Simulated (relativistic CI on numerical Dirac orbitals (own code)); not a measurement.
# Level scheme of Er LXII

Calculated at this level of theory: Dirac-Coulomb-Breit CI, KLI orbitals optimised for each configuration, model QED (radiative potential, 1s self-energy scaled to tabulated hydrogen-like ionisation energies), unscaled Slater integrals (own radial code, finite nucleus).

CI space (outside the closed core 1s2): 2s²2p³, 2s2p⁴, 2p⁵, 2p⁴3s, 2p⁴3p, 2p⁴3d, 2s²2p²3s, 2s²2p²3p, 2s²2p²3d, 2s2p³3s, 2s2p³3p, 2s2p³3d, 2s²2p²4s, 2s²2p²4p, 2s²2p²4d, 2s²2p²4f. Levels of other configurations are missing.

```
No.      Configuration  Term    J   E (eV)   %  Next component (%)  Lifetime (s)
 41          2p²(1D)3p   ²P°  1/2  8799.73  84               7 ⁴D°      1.29e-13
 42  2s2p³(2P°)<1P°>3p    ²P  1/2  8805.40  35               28 ⁴P      1.93e-15
 43  2s2p³(2P°)<1P°>3p    ²D  3/2  8806.98  33               21 ⁴F      2.42e-15
 44          2p²(3P)3d    ⁴F  3/2  8829.11  42               27 ²P      3.70e-15
 45          2p²(3P)3d    ⁴F  5/2  8830.45  53               39 ²F      8.29e-15
 46          2p²(3P)3d    ⁴D  1/2  8833.97  79               15 ²P      6.00e-15
 47          2p²(1D)3d    ²G  7/2  8846.40  53               25 ²F      7.03e-14
 48          2p²(3P)3d    ²D  5/2  8861.22  36               32 ²F      8.49e-16
 49          2p²(1D)3d    ²D  3/2  8867.15  45               24 ²P      8.70e-16
 50          2p²(1D)3d    ²P  1/2  8876.07  36               32 ⁴P      7.93e-16
 51          2p²(3P)3d    ⁴D  7/2  8897.58  46               38 ⁴F      3.60e-14
 52          2p²(3P)3d    ²P  3/2  8915.51  39               27 ⁴P      1.19e-15
 53          2p²(1D)3d    ²G  9/2  8917.40  64               36 ⁴F      1.18e-11
 54          2p²(3P)3d    ²F  5/2  8917.85  44               21 ⁴D      9.37e-16
 55          2p²(1D)3d    ²D  5/2  8933.77  60               25 ⁴P      6.66e-16
 56          2p²(1D)3d    ²F  7/2  8941.74  69               12 ²G      6.03e-16
 57          2p²(3P)3d    ²D  3/2  8946.78  58               30 ²P      8.96e-16
 58          2p²(3P)3d    ²P  1/2  8951.49  58               36 ²S      8.41e-16
 59  2s2p³(2P°)<3P°>3p    ⁴D  7/2  9003.57  49               27 ⁶P      1.51e-13
 60  2s2p³(4S°)<5S°>3p    ⁴P  3/2  9012.49  31               30 ²P      4.11e-15
 61  2s2p³(2P°)<3P°>3p    ⁴P  5/2  9029.31  38               28 ²D      4.43e-15
 62  2s2p³(2P°)<3P°>3p    ²P  1/2  9033.37  40               29 ⁴P      2.54e-15
 63  2s2p³(2P°)<1P°>3p    ²D  5/2  9090.89  32               27 ⁴P      5.58e-15
 64  2s2p³(2P°)<3P°>3d   ⁴D°  5/2  9094.46  30              19 ⁴F°      9.40e-15
 65  2s2p³(2P°)<3P°>3d   ⁴D°  3/2  9099.07  29              24 ⁶D°      4.40e-15
 66  2s2p³(2P°)<3P°>3d   ⁴F°  7/2  9102.24  24              22 ²F°      1.20e-13
 67  2s2p³(2P°)<3P°>3d   ⁴P°  1/2  9102.60  46              27 ⁶D°      1.08e-14
 68  2s2p³(2P°)<1P°>3p    ²P  3/2  9106.83  35               23 ²D      6.25e-15
 69  2s2p³(2D°)<3D°>3p    ⁴P  1/2  9111.44  40               29 ²P      5.92e-14
 70  2s2p³(2P°)<3P°>3d   ⁴F°  9/2  9162.13  50              28 ⁶D°      9.99e-12
```

Energies count from the lowest computed level; ° marks odd parity; lifetimes are radiative, by E1, M1, E2, M2 decay to levels of this space only. Percentages are summed over parent terms; the parents shown are those of the largest component, closed shells are left out there, and <> holds an intermediate term.

The mean weight of the leading LS term, summed over parents, in these 30 levels is 46 %, and that of the leading jj configuration (from the same eigenvectors) 98 %, so jj coupling describes them better and the LS labels are nominal.

At this charge energies of transitions that change n are usually good to better than 1 %, and those within a shell (Δn = 0) to a few per cent.

LS names give the leading component of a level, which can be under half, so a name can repeat, a term be missing and a line seem to break the LS rules.
